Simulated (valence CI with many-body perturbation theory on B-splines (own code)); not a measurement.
## Nd⁵⁵⁺ in brief

Level of theory: valence CI with perturbative core correlation (CI+MBPT): three valence electrons over a frozen Dirac-Fock core [He], a basis of 9 s, 9 p, 8 d, 6 f, 3 g, 1 h functions for each j, with the one-electron correlation potential Σ1 (screened to all orders), the two-electron term Σ2, the three-electron term Σ3, Breit, model QED; selected single and double excitations, second order for the rest, scaled by the run's own slope (own B-spline code, finite nucleus).

The last digits are not significant, and no measured levels were compared; by estimate large intervals hold to a few tenths of a per cent, small ones and those within an open d or f shell to about a per cent.

Levels are named by their leading jj configuration (3d3/2^4 stands for four electrons in 3d with j = 3/2), which in mixed levels can hold well under half, so a name can repeat and another be missing.

Rates and lifetimes use the calculated energies. Strong lines usually hold to 10 to 20 %, long lifetimes can be off by a factor of two.

Q: What is the ground level?

A: (2s^2 2p1/2) J=1/2, composition 100 % 2s2 2p 2P°, g = 0.634.

Q: How well does LS coupling describe the low levels?

A: Among the lowest 20 levels the leading LS term, summed over configurations, holds 76 % on average. For single configurations the figures are 76 % in LS and 99 % in jj coupling. Terms mix most in the J = 3/2 level at 73.44 Ry, where the leading one holds 48 %.

Q: What are the static dipole polarisabilities of the lowest levels?

A: (2s^2 2p1/2) J=1/2 0.000420 bohr³, of which the core gives 5.76e-07.

Q: Among levels below 532.49 Ry, which E1 lines absorb most strongly from the ground level?

A: to (2s^2 3d3/2) J=3/2 at 0.1810 nm, f = 0.552; to (2s 2p1/2 3p1/2) J=3/2 at 0.1830 nm, f = 0.231; to (2s 2p1/2 3p3/2) J=3/2 at 0.1782 nm, f = 0.175.

Q: What is the ionisation energy?

A: 11689 eV; NIST lists 11694 ± 5 eV (theoretical).

Q: Name the longest-lived excited levels whose lifetime is computed, and their main decay.

A: (2s^2 2p3/2) J=3/2 at 41.91 Ry lives 305 ps, mostly by E1 to (2s 2p1/2^2) J=1/2; (2s 2p1/2 2p3/2) J=5/2 at 54.34 Ry lives 188 ps, mostly by E1 to (2s^2 2p3/2) J=3/2; (2s 2p1/2 2p3/2) J=3/2 at 51.77 Ry lives 87.0 ps, mostly by E1 to (2s^2 2p1/2) J=1/2.

Q: Where does the other parity begin?

A: At (2s 2p1/2^2) J=1/2, 14.13 Ry.
